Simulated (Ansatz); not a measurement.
Reactions of `[F][K]`.

Calculated with Ansatz (gas phase, PBE0-D4/def2-TZVP geometries, no zero-point term in ΔE). CCSD(T)/CBS adds triple-zeta CCSD(T) − MP2 to the extrapolated MP2 energy (def2 sets, frozen cores). This one scheme is used for every species. DFT in def2-TZVPP. For Br, K outer-core shells are correlated without core-valence functions, which leaves a few kJ/mol of doubt a bond. Scalar relativity is left out up to krypton.

```json
{"reaction": "`[F][K]` + H₂S → `[SH][K]` + H–F", "HF/CBS(def2) (eV)": "0.01", "LDA (SPW92) (eV)": "0.15", "MP2/CBS(def2) (eV)": "0.08"}
{"reaction": "`[F][K]` + NH₃ → `[NH2][K]` + H–F", "HF/CBS(def2) (eV)": "1.79", "LDA (SPW92) (eV)": "1.66", "MP2/CBS(def2) (eV)": "1.64"}
{"reaction": "`[F][K]` + CH₃OH → `C[O][K]` + H–F", "HF/CBS(def2) (eV)": "0.84", "LDA (SPW92) (eV)": "0.67", "MP2/CBS(def2) (eV)": "0.69"}
{"reaction": "`[F][K]` + HBr → `[K][Br]` + H–F", "HF/CBS(def2) (eV)": "-1.33", "LDA (SPW92) (eV)": "-0.91", "MP2/CBS(def2) (eV)": "-1.04"}
```

Q: Give the CCSD(T)/CBS values in the same order. (Best estimate.)

A: Ansatz gave: 0.08, 1.64, 0.70, -1.04 eV.

Largest T1 diagnostic: 0.012, for `[F][K]`.
